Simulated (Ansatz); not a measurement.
Computed with Ansatz on PBE0-D4/def2-TZVP structures; ΔE is electronic, products minus reactants. CBS: MP2 limit from def2 TZ/QZ plus the TZ coupled-cluster correction, frozen cores. Functionals use def2-TZVPP. B3LYP here is the variant with VWN-RPA as its local correlation; programs differ in this. For Ge outer-core shells are correlated without core-valence functions, which leaves a few kJ/mol of doubt a bond. Scalar relativity is left out up to krypton.

Reaction (isomerisation): `F[Si]1([GeH3])CO1` → `F[C@H]1O[Si@H]1[GeH3]`

`F[Si]1([GeH3])CO1`:

```xyz
10

F     2.007   -0.169   -0.961
Si    0.698   -0.165   -0.053
Ge   -1.207    0.254   -1.391
C     0.858    0.003    1.731
O     0.608   -1.329    1.105
H    -2.421    0.384   -0.463
H    -1.418   -0.909   -2.369
H    -1.014    1.555   -2.179
H     1.840    0.058    2.197
H     0.048    0.318    2.384
```

`F[C@H]1O[Si@H]1[GeH3]`:

Z-matrix (Å, degrees):
```
C
O 1 1.409
Si 1 1.827 2 61.5
F 1 1.362 2 112.7 3 113.9
H 1 1.089 2 114.0 3 -120.9
Ge 3 2.369 1 120.7 2 98.5
H 3 1.485 1 120.4 2 -95.7
H 6 1.531 3 109.3 1 -6.7
H 6 1.536 3 109.8 1 -127.4
H 6 1.536 3 108.9 1 113.6
```

```tsv
level	ΔE (kJ/mol)
ωB97M-V	200.1
PBE0	191.1
B3LYP	197.3
CCSD/def2-TZVPP	206.1
CCSD(T)/def2-TZVPP	203.5
MP2/def2-QZVPP	216.6
SCS-MP2/def2-QZVPP	213.9
MP2/CBS(def2)	217.6
```

Problem. What does CCSD(T)/CBS give? (Best estimate.)

Solution. Ansatz gave: +207.4 kJ/mol. The listed levels differ from it by -7.3, -16.3, -10.1, -1.3, -3.9, 9.2, 6.5, 10.2 kJ/mol.

Largest T1 diagnostic among the species: 0.014.

From PBE to PBE0 (25 % exact exchange), in def2-TZVPP and without D4, ΔE moves by +8.0 kJ/mol.
